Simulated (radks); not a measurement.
Polarisability of the vanadium ion V4+, [Ar] 3d1, at imaginary frequency. All-electron calculation, non-relativistic Kohn-Sham, LDA (Slater exchange, VWN5 correlation), spin-unpolarised, spherical densities, point nucleus. Program: a radial shooting solver on a logarithmic mesh with Libxc functionals. Response by self-consistent Sternheimer equations with the Hartree and adiabatic LDA kernel.

w (hartree)  alpha1(iw) (bohr^3)
0.00266                    1.448
0.0143                     1.447
0.0360                     1.447
0.0697                     1.445
0.118                      1.441
0.186                      1.431
0.280                      1.412
0.413                      1.373
0.605                      1.301
0.892                      1.174
1.35                      0.9675
2.12                      0.6779
3.59                      0.3688
6.94                      0.1421
17.5                     0.03312

Static values: alpha1 = 1.448 bohr^3 (0.2145 angstrom^3; uncoupled 2.144). C6 = 3.146, triple-dipole C9 = 3.291 atomic units. One-pole (London) frequency 4 C6 / (3 alpha1^2) = 2.002 hartree, against 2.048 for minus the highest occupied eigenvalue. The dipole shielding factor is 0.826, as the force sum rule N/Z = 0.826 demands.
